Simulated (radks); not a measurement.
Results of a calculation; reference values are marked as such.
The mean radii <r> (bohr) of the occupied orbitals of an atom or ion are listed with their occupations. Code: a radial shooting solver on a logarithmic mesh with Libxc functionals. Model: scalar-relativistic Kohn-Sham, PBE, spin-polarised, spherical densities, finite nucleus; Fermi nuclear charge, rms radius of each element as measured or else 0.836 A^(1/3) + 0.57 fm.

orbital  occ.      <r>
1s up       1  0.04861
1s down     1  0.04861
2s up       1   0.2177
2s down     1   0.2173
2p up       3   0.1907
2p down     3   0.1903
3s up       1   0.6102
3s down     1   0.6134
3p up       3   0.6163
3p down     3   0.6207
3d up       4   0.6035

Name the element and its charge. Open shells, if any, are filled with parallel spins first.

Answer. Z = 31, gallium, charge +9: Ga9+ in [Ar] 3d4. The 1s radius gives Z: for a bare nucleus <r> = (2 gamma + 1)/(2Z) with gamma = sqrt(1 - (Z/c)^2), 0.04755 bohr for Z = 31, and screening makes it slightly larger (0.04861 here). The occupations add up to 22, and the charge is Z minus that.
